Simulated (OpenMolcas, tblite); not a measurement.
## CH5BO2 (SMILES COBO): methods side by side

The species is CH5BO2 (9 atoms), meant as a singlet with charge 0. SMILES: `COBO`. Geometry: relaxed at PBE0-D4/def2-TZVP. This is one conformer, not always the lowest.

```xyz
9

C     0.2818    0.8019   -1.0574
O    -0.1135    0.4548    0.2510
B    -0.1349   -0.8341    0.6716
O    -0.5246   -1.1185    1.9385
H     0.5681   -0.0798   -1.6376
H     1.1314    1.4864   -1.0062
H    -0.5448    1.3075   -1.5617
H     0.1839   -1.7384   -0.0476
H    -0.7589   -0.3263    2.4322
```

Quantity: the HOMO–LUMO gap, in eV. The values are calculated.

```csv
level,kind,program,value (eV)
GFN1-xTB,semi-empirical,tblite,7.79
HF/cc-pVDZ,Hartree–Fock,OpenMolcas,17.49
SVWN5/cc-pVDZ,LDA,OpenMolcas,7.06
revPBE/cc-pVDZ,GGA,OpenMolcas,7.21
M06-L/cc-pVDZ,meta-GGA,OpenMolcas,8.01
TPSS/cc-pVDZ,meta-GGA,OpenMolcas,7.48
M06-2X/cc-pVDZ,hybrid meta-GGA,OpenMolcas,12.32
B2PLYP/cc-pVDZ,double hybrid,OpenMolcas,12.68
```

The values span 7.06 to 17.49 eV. Orbital gaps aren't excitation energies, and those of double hybrids come from the SCF part alone; they tend to grow with the share of exact exchange.
